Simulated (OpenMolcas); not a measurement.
Computed levels of 3s2 3p in ions with 13 electrons, in cm-1 above 2P* 1/2.

| Item | Value |
| --- | --- |
| Program | OpenMolcas 26.06 |
| Method | MS-CASPT2, IPEA 0.25 Eh, imaginary shift 0.1 Eh |
| Basis | ANO-RCC-VQZP |
| Scalar Hamiltonian | DKH2, point nucleus |
| Spin-orbit coupling | RASSI with atomic mean-field integrals over the reference wave functions, term energies averaged over their components |

Active space for each ion: 3 electrons in 8 orbitals (3s 3p 4s 4p); closed shells correlated by CASPT2: 2s 2p.

```csv
Level,P2+,S3+,Ar5+
2P* 3/2,489,833,2020
```

Task: Estimate 2P* 3/2 for Cl4+ from its neighbours S3+ and Ar5+.

Result: 2P* 3/2 is fine structure, which grows about as the fourth power of a screened charge, so the fourth roots are averaged: ((833^0.25 + 2020^0.25) / 2)^4 = 1329. The calculation gives 1336, so the estimate is off by -0.5 %.

Over all roots computed the reference weight is 0.86 to 0.99 in P2+, 0.88 to 0.99 in S3+, 0.89 to 0.99 in Cl4+, 0.90 to 0.99 in Ar5+; the roots of lowest weight are the least certain, and an intruder state may touch them. The run also gave levels led by 3s2 4p, which use shells meant for correlation; these and all levels above them are left out (holds for P2+). Active for correlation alone: 4p 4s; no level in the range computed is led by a configuration that fills them, so any true level of that kind is missing (holds for S3+; Cl4+; Ar5+). Levels of configurations outside the active space are missing.

* marks odd parity.
